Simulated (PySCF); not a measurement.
Computed IR spectrum (relative IR intensity) of a molecule C3H4FNSi. Geometry optimised at ωB97X-D3(BJ)/def2-SVP. Other conformers were not sampled. All values below come from ωB97X-D3(BJ)/def2-SVP (PySCF). Frequencies are harmonic and unscaled.

| ν (cm⁻¹) | relative intensity |
|---|---|
| 230 | 2.1 |
| 407 | 6.3 |
| 453 | 2.1 |
| 525 | 19 |
| 666 | 5.4 |
| 722 | 26 |
| 750 | 8.2 |
| 770 | 19 |
| 852 | 14 |
| 884 | 27 |
| 942 | 100 |
| 961 | 48 |
| 985 | 7.0 |
| 1093 | 11 |
| 1321 | 4.8 |
| 1371 | 11 |
| 1643 | 16 |
| 1731 | 25 |
| 2320 | 56 |
| 3107 | 21 |
| 3202 | 4.2 |

Problem. Which molecule gave these data?
A) C#C/C=N/[SiH2]F
B) N#C/C([SiH3])=C/F
C) F[Si@H]1C=CC=N1
D) N#C/C=C\[SiH2]F

Solution. C, F[Si@H]1C=CC=N1
